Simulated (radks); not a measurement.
Results of a calculation; reference values are marked as such.
Excited configurations of C3+: one electron is placed in a higher orbital outside [He]. The ground configuration is [He] 2s1. Level of theory: non-relativistic Kohn-Sham, LDA (Slater exchange, Perdew-Wang correlation), spin-polarised, spherical densities, point nucleus; open shells are filled with parallel spins first (a radial shooting solver on a logarithmic mesh with Libxc functionals). Excitation = E - E(ground); binding = E(ion) - E, where the ion is the core of charge +4; n* = 4/sqrt(2 binding) in atomic units, and the quantum defect is n - n*.

outer orbital  excitation (eV)  binding (eV)     n*  quantum defect
2p                       7.802        56.560  1.962           0.038
3s                      36.996        27.366  2.820           0.180
4s                      49.258        15.104  3.796           0.204
5d                      55.413         8.949  4.932           0.068
5f                      55.485         8.877  4.952           0.048
6d                      58.104         6.258  5.898           0.102

The Delta-SCF ionisation energy is 64.362 eV (NIST Atomic Spectra Database: 64.494 eV, measured). Self-interaction in the functional shifts the binding energies and quantum defects, so they are the method's values and not measured ones.
